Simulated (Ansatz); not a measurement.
`N=C=[CH][GaH][SiH3]` + `[OH][Al]([OH])[SH]` → `[OH][Al]([SH])[O][SiH3]` + `N=C=[CH][GaH2]`  (cleavage of the Si–Ga bond)

Program: Ansatz. Geometries: PBE0-D4/def2-TZVP. ΔE: electronic, gas phase. CCSD(T)/CBS is the MP2 limit (def2-TZVPP, def2-QZVPP) plus CCSD(T) − MP2 in def2-TZVPP, frozen cores. This one scheme is used for every species. Functionals use def2-TZVPP. For Ga outer-core shells are correlated without core-valence functions, which leaves a few kJ/mol of doubt a bond. Scalar relativity is left out up to krypton. One conformer a species, not always the lowest.

```json
{"level": "r2SCAN-D4", "ΔE (eV)": "-0.89"}
{"level": "r2SCANh-D4", "ΔE (eV)": "-0.90"}
{"level": "revPBE", "ΔE (eV)": "-0.69"}
{"level": "BLYP", "ΔE (eV)": "-0.88"}
{"level": "r2SCANh", "ΔE (eV)": "-0.91"}
{"level": "LC-ωPBE", "ΔE (eV)": "-0.91"}
{"level": "MP2/def2-QZVPP", "ΔE (eV)": "-0.98"}
{"level": "MP2/CBS(def2)", "ΔE (eV)": "-0.96"}
```

What does CCSD(T)/CBS give? (An estimate is asked.)

The calculation gave: -0.91 eV. The listed levels differ from it by 0.02, 0.01, 0.22, 0.03, 0.00, 0.00, -0.07, -0.05 eV.

Largest T1 diagnostic among the species: 0.015.

From BLYP to BHLYP (50 % exact exchange), in def2-TZVPP and without D4, ΔE moves by −0.21 eV. Leaving LDA and LC-ωPBE aside and taking each functional with its dispersion term where it has one, the values, not all of them listed here, spread over 0.38 eV, from BHLYP-D4 to PBE-D4. In def2-TZVPP, CCSD(T) changes the Hartree–Fock value by +0.35 eV (the triples alone add +0.05 eV) and MP2 by +0.30 eV.

CCSD(T)/CBS has its own doubt, a few kJ/mol and more with outer-core shells, so smaller differences from it don't rank the levels.
